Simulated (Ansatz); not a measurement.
Consider the hydrogenolysis of a B–C bond: `CB(O[SiH3])O[SiH3]` + H₂ → `[SiH3]OBO[SiH3]` + CH₄.

Program: Ansatz. Geometries: PBE0-D4/def2-TZVP. ΔE: electronic, gas phase. CBS: MP2 limit from def2 TZ/QZ plus the TZ coupled-cluster correction, frozen cores. This one scheme is used for every species. DFT in def2-TZVPP. One conformer a species, not always the lowest.

Is it downhill or uphill in electronic energy at CCSD(T)/CBS, and by how much? (Best estimate.)

Computed: Downhill: ΔE = -29.1 kJ/mol.

What do these levels give: PBE-D4, ωB97X-V, PBE0, MP2/def2-TZVPP, CCSD/def2-TZVPP, MP2/CBS(def2)? (An estimate is asked.)

The calculation gave: PBE-D4 -25.0, ωB97X-V -29.9, PBE0 -33.8, MP2/def2-TZVPP -29.4, CCSD/def2-TZVPP -35.2, MP2/CBS(def2) -26.7 kJ/mol.

Largest T1 diagnostic among the species: 0.013.

The D4 term adds +13.0 kJ/mol with B3LYP and +7.3 kJ/mol with PBE0; it sums over pairs of atoms, weighted by their polarisabilities, and B3LYP, whose exchange is more repulsive, gets the larger term. In def2-TZVPP, CCSD(T) changes the Hartree–Fock value by +20.0 kJ/mol (the triples alone add +3.4 kJ/mol) and MP2 by +22.4 kJ/mol.

B3LYP here is the variant with VWN-RPA as its local correlation; programs differ in this.
